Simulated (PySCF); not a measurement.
Shieldings and the share of exact exchange

Molecule: `C#CC(=C)/C=C/F`, C6H5F.

Molfile (atoms numbered from 1):
```
C6H5F
     RDKit          3D

 12 11  0  0  0  0  0  0  0  0999 V2000
   -1.9730    0.4245   -1.4103 C   0  0  0  0  0  0  0  0  0  0  0  0
   -1.1879    0.0419   -0.5685 C   0  0  0  0  0  0  0  0  0  0  0  0
   -0.2405   -0.3907    0.4185 C   0  0  0  0  0  0  0  0  0  0  0  0
   -0.6211   -1.2306    1.4044 C   0  0  0  0  0  0  0  0  0  0  0  0
    1.1320    0.1078    0.3249 C   0  0  0  0  0  0  0  0  0  0  0  0
    1.5604    0.9360   -0.6302 C   0  0  0  0  0  0  0  0  0  0  0  0
    2.8144    1.3628   -0.6730 F   0  0  0  0  0  0  0  0  0  0  0  0
   -2.6806    0.7511   -2.1499 H   0  0  0  0  0  0  0  0  0  0  0  0
   -1.6468   -1.5957    1.4720 H   0  0  0  0  0  0  0  0  0  0  0  0
    0.0957   -1.5620    2.1594 H   0  0  0  0  0  0  0  0  0  0  0  0
    1.8425   -0.2212    1.0878 H   0  0  0  0  0  0  0  0  0  0  0  0
    0.9393    1.3264   -1.4417 H   0  0  0  0  0  0  0  0  0  0  0  0
  1  2  3  0
  2  3  1  0
  3  4  2  0
  3  5  1  0
  5  6  2  0
  6  7  1  0
  1  8  1  0
  4  9  1  0
  4 10  1  0
  5 11  1  0
  6 12  1  0
M  END
```

GIAO shieldings (ppm, equivalent atoms averaged) in PySCF on the PBE0-D3(BJ)/def2-SVP geometry, basis pcSseg-1, gas phase, non-relativistic:

| functional | exact exchange (%) | σ(C2) | σ(F7) |
| --- | --- | --- | --- |
| BLYP | 0 | 92.8 | 267.7 |
| PBE | 0 | 96.4 | 266.0 |
| B3LYP | 20 | 97.5 | 291.6 |
| mPW1PW91 | 25 | 101.7 | 295.8 |
| HF | 100 | 116.1 | 355.5 |

Task: Fit each shielding as a line in the percentage of exact exchange.

Result: σ(C2) = 94.6 + 0.22 x (rms 1.5 ppm); σ(F7) = 270.0 + 0.87 x (rms 3.4 ppm). The functionals also differ in their semilocal parts, which the line can't hold; Hartree–Fock has no correlation at all.

Task: What does the line predict for BHandHLYP (50 %), and what does the run give?

Result: σ(C2): 105.6 predicted, 104.2 computed; σ(F7): 313.5 predicted, 320.6 computed ppm.
